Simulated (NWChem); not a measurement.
System: Si₂H₄OF₂; SMILES O[SiH2][SiH](F)F

NWChem input:

```
start job
memory heap 200 mb stack 900 mb global 1100 mb
geometry units angstroms noautosym nocenter noautoz
  O      0.640300     2.371383     0.272136
  Si    -0.539130     1.307456    -0.243339
  Si     0.054439    -0.876230     0.383228
  F     -0.959132    -1.941862    -0.299733
  F      1.531610    -1.165205    -0.229335
  H      1.514896     2.267777    -0.115220
  H     -0.732343     1.331432    -1.728286
  H     -1.802869     1.717108     0.427660
  H      0.115852    -1.184478     1.837257
end
basis spherical
  * library def2-svp
end
dft
  xc b3lyp
  iterations 150
  mulliken
end
task dft energy
esp
  recalculate
  probe 0.07
  range 0.3
  factor 1.0
  spacing 0.02
end
task esp
```

Output (shortened):

```
             Northwest Computational Chemistry Package (NWChem) 7.3.0
             --------------------------------------------------------

                             Geometry "geometry" -> ""
                             -------------------------

 Output coordinates in angstroms (scale by  1.889725989 to convert to a.u.)

  No.       Tag          Charge          X              Y              Z
 ---- ---------------- ---------- -------------- -------------- --------------
    1 O                    8.0000     0.64030000     2.37138300     0.27213600
    2 Si                  14.0000    -0.53913000     1.30745600    -0.24333900
    3 Si                  14.0000     0.05443900    -0.87623000     0.38322800
    4 F                    9.0000    -0.95913200    -1.94186200    -0.29973300
    5 F                    9.0000     1.53161000    -1.16520500    -0.22933500
    6 H                    1.0000     1.51489600     2.26777700    -0.11522000
    7 H                    1.0000    -0.73234300     1.33143200    -1.72828600
    8 H                    1.0000    -1.80286900     1.71710800     0.42766000
    9 H                    1.0000     0.11585200    -1.18447800     1.83725700

 Effective nuclear repulsion energy (a.u.)     303.7550413114

                                 NWChem DFT Module
                                 -----------------

 Summary of "ao basis" -> "ao basis" (spherical)
 ------------------------------------------------------------------------------
       Tag                 Description            Shells   Functions and Types
 ---------------- ------------------------------  ------  ---------------------
 O                          def2-svp                 6       14   3s2p1d
 Si                         def2-svp                 8       18   4s3p1d
 F                          def2-svp                 6       14   3s2p1d
 H                          def2-svp                 3        5   2s1p

            General Information
            -------------------
          SCF calculation type: DFT
          Wavefunction type:  closed shell.
          No. of atoms     :     9
          No. of electrons :    58
           Alpha electrons :    29
            Beta electrons :    29
          Charge           :     0
          Spin multiplicity:     1
          Use of symmetry is: off; symmetry adaption is: off
          Maximum number of iterations: 150
          AO basis - number of functions:    98
                     number of shells:    46
          Convergence on energy requested:  1.00D-06
          Convergence on density requested:  1.00D-05
          Convergence on gradient requested:  5.00D-04

              XC Information
              --------------
                         B3LYP Method XC Potential
                     Hartree-Fock (Exact) Exchange  0.200
                        Slater Exchange Functional  0.800 local
                    Becke 1988 Exchange Functional  0.720 non-local
              Lee-Yang-Parr Correlation Functional  0.810
                  VWN I RPA Correlation Functional  0.190 local

             Grid Information
             ----------------
          Grid used for XC integration:  medium
          Radial quadrature: Mura-Knowles
          Angular quadrature: Lebedev.
          Tag              B.-S. Rad. Rad. Pts. Rad. Cut. Ang. Pts.
          ---              ---------- --------- --------- ---------
          O                   0.60       49          10.0       434
          Si                  1.10       88          10.0       590
          F                   0.50       49          12.0       434
          H                   0.35       45          11.0       434
          Grid pruning is: on
          Number of quadrature shells:   503
          Spatial weights used:  Erf1

      Superposition of Atomic Density Guess
      -------------------------------------

 Sum of atomic energies:        -852.75038131

      Non-variational initial energy
      ------------------------------

 Total energy =    -853.824045
 1-e energy   =   -1789.257527
 2-e energy   =     631.678440
 HOMO         =      -0.302354
 LUMO         =       0.003401

     ---------------------------------------------
      Total Density - Mulliken Population Analysis
     ---------------------------------------------

    Atom       Charge   Shell Charges
 -----------   ------   -------------------------------------------------------
    1 O    8     8.78   1.99  1.10  0.64  3.10  1.95  0.00
    2 Si  14    13.38   2.00  1.99  0.98  0.26  5.94  1.04  0.98  0.19
    3 Si  14    12.74   2.00  1.99  0.93  0.23  5.93  0.85  0.57  0.24
    4 F    9     9.58   1.99  1.15  0.78  3.52  2.14  0.00
    5 F    9     9.58   1.99  1.15  0.78  3.52  2.14  0.00
    6 H    1     0.65   0.52  0.07  0.06
    7 H    1     1.09   0.70  0.38  0.01
    8 H    1     1.08   0.70  0.38  0.01
    9 H    1     1.11   0.70  0.40  0.01

   convergence    iter        energy       DeltaE   RMS-Dens  Diis-err
 ---------------- ----- ----------------- --------- --------- ---------
 d= 0,ls=0.0,diis     1   -855.9584674578 -1.16D+03  1.81D-02  1.09D+00
 d= 0,ls=0.0,diis     2   -855.8367995882  1.22D-01  9.78D-03  2.67D+00
 d= 0,ls=0.0,diis     3   -856.0821919301 -2.45D-01  1.24D-03  2.13D-02
 d= 0,ls=0.0,diis     4   -856.0837059404 -1.51D-03  5.05D-04  3.84D-03
 d= 0,ls=0.0,diis     5   -856.0840192422 -3.13D-04  1.65D-04  8.16D-04
  Resetting Diis
 d= 0,ls=0.0,diis     6   -856.0840902133 -7.10D-05  3.32D-05  9.06D-06
 d= 0,ls=0.0,diis     7   -856.0840914119 -1.20D-06  7.28D-06  1.78D-07
 d= 0,ls=0.0,diis     8   -856.0840914223 -1.04D-08  3.14D-06  1.45D-07

         Total DFT energy =     -856.084091422265
      One electron energy =    -1792.198385679451
           Coulomb energy =      705.389866517978
    Exchange-Corr. energy =      -73.030613572170
 Nuclear repulsion energy =      303.755041311379

 Numeric. integr. density =       57.999980559925

                       DFT Final Molecular Orbital Analysis
                       ------------------------------------

 Vector   27  Occ=2.000000D+00  E=-3.684049D-01
              MO Center=  1.7D-01,  1.1D+00,  3.1D-01, r^2= 4.4D+00
   Bfn.  Coefficient  Atom+Function         Bfn.  Coefficient  Atom+Function
  ----- ------------  ---------------      ----- ------------  ---------------
     5      0.359569  1 O  py                 8      0.261781  1 O  py
    94      0.218459  9 H  s                  6     -0.182851  1 O  pz
    95      0.169270  9 H  s                 24     -0.156705  2 Si pz
    56      0.146099  4 F  pz                84      0.146747  7 H  s
     4     -0.137121  1 O  px                 9     -0.134618  1 O  pz

 Vector   28  Occ=2.000000D+00  E=-3.377410D-01
              MO Center= -2.4D-01,  1.7D+00, -1.6D-01, r^2= 3.1D+00
   Bfn.  Coefficient  Atom+Function         Bfn.  Coefficient  Atom+Function
  ----- ------------  ---------------      ----- ------------  ---------------
     6      0.413278  1 O  pz                 9      0.297790  1 O  pz
    84      0.255523  7 H  s                 89     -0.240123  8 H  s
    90     -0.194071  8 H  s                 85      0.188850  7 H  s
    24     -0.162998  2 Si pz                23     -0.129290  2 Si py
     3      0.121318  1 O  s                 79     -0.090157  6 H  s

 Vector   29  Occ=2.000000D+00  E=-2.866265D-01
              MO Center= -6.7D-02,  5.6D-01,  1.3D-01, r^2= 3.9D+00
   Bfn.  Coefficient  Atom+Function         Bfn.  Coefficient  Atom+Function
  ----- ------------  ---------------      ----- ------------  ---------------
     5      0.277624  1 O  py                41      0.232551  3 Si py
     8      0.221216  1 O  py                23     -0.213065  2 Si py
    35      0.205525  3 Si s                 94     -0.195744  9 H  s
    95     -0.175588  9 H  s                  6     -0.166316  1 O  pz
    84     -0.162725  7 H  s                 55      0.156917  4 F  py

[...]

                     NWChem Electrostatic Potential Fit Module
                     -----------------------------------------

 Atom parameters

 Number of atoms is                                    9
 Number of basis functions is                         98

 Grid parameters

 Maximum number of grid points is                  43688
 Number of grid points is                          43687
 Grid range                                     0.300000 nm
 Grid spacing                                   0.020000 nm
 Probe radius                                   0.070000 nm
 Atom radius factor                             1.000000

 Atomic radii

    1    0.100000
    8    0.136000
    9    0.128000
   14    0.187000
 FASTESP  F
  using M.O. file = ./job.movecs

    Atom              Coordinates                           Charge

                                                  ESP

    1 O     0.064030    0.237138    0.027214   -0.583865
    2 Si   -0.053913    0.130746   -0.024334    0.443200
    3 Si    0.005444   -0.087623    0.038323    0.667487
    4 F    -0.095913   -0.194186   -0.029973   -0.300112
    5 F     0.153161   -0.116521   -0.022934   -0.291704
    6 H     0.151490    0.226778   -0.011522    0.379073
    7 H    -0.073234    0.133143   -0.172829   -0.106347
    8 H    -0.180287    0.171711    0.042766   -0.089797
    9 H     0.011585   -0.118448    0.183726   -0.117936
                                            ------------
                                               -0.000000

 Dipole moment                                  0.466717

 Quadrupole moment Qxx                          7.062117
                   Qyy                        -12.913519
                   Qzz                          5.851402

 RMS deviation kJ/mol                           0.056706

 RRMS %                                        27.108613
```

Level: B3LYP/def2-SVP. Structure relaxed at the PBE0/def2-SVP level. B3LYP is NWChem's, with the RPA form of VWN correlation.
